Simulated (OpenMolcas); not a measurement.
Ar2+: the spin-orbit constant, Slater's ratio, worked from levels

```yaml
Program: OpenMolcas
Basis: ANO-L-VTZP [5s4p2d1f]
Scalar_Hamiltonian: non-relativistic, point nucleus
Active_space: 4 electrons in 3 orbitals (3p)
State_averaging: 2S+1 = 3 even, 3 roots; 2S+1 = 1 even, 6 roots
Spin-orbit_coupling: RASSI with atomic mean-field integrals over the reference wave functions, term energies averaged over their components
```

Methods: CASSCF; SS-CASPT2, IPEA 0.25 Eh, imaginary shift 0.1 Eh (closed shells correlated: 2s 2p 3s). Measured levels: Saloman, J. Phys. Chem. Ref. Data 39, 033101 (2010).

**The spin-orbit constant.** For the Hund term 3P of p4, E(J) = (A/2) J(J+1) + constant and ζ = -2S·A = -2A. From J = 0 to J = 2 the energy changes by 3 A.

| Source | E(2) - E(0) | A | ζ |
| --- | --- | --- | --- |
| CASSCF | -1447.7 | -482.6 | 965 |
| SS-CASPT2 | -1443.6 | -481.2 | 962 |
| measured | -1570.2 | -523.4 | 1047 |

All in cm-1. SS-CASPT2 is off by -8.1 % and CASSCF by -7.8 %. Both methods take the spin-orbit matrix elements from the reference wave functions, so the second can move ζ only through the term energies and any multistate remixing. Second-order mixing with other terms is absorbed into this ζ.

**Slater's ratio.** With one set of orbitals, p4 has 1D - 3P = 6 F2 and 1S - 1D = 9 F2 (F2 = F²/25), a ratio of 3/2. Term energies are centres of gravity, weighted by 2J + 1.

| Source | 1D - 3P | 1S - 3P | F2 from the first | Ratio |
| --- | --- | --- | --- | --- |
| CASSCF | 16505 | 41080 | 2751 | 1.489 |
| SS-CASPT2 | 14082 | 34814 | 2347 | 1.472 |
| measured | 13465 | 32721 | 2244 | 1.430 |

Energies in cm-1. A ratio away from 3/2 shows effects beyond one configuration with one set of orbitals, and in heavier atoms second-order spin-orbit shifts.

Term energies are means over components that CASPT2 splits; among the terms shown or strongly mixed into the levels shown the widest spread is 150 cm-1 (3s2 3p4 1D, SS-CASPT2). With the s shell closed, the reference lacks s² → p² mixing. Computed and measured levels are paired by configuration, term and J; levels that our copy of the source lacks, or whose pairing is in doubt (as where it misses far off the trend of its configuration), stay unpaired and out of the deviations. Levels of configurations outside the active space are missing.
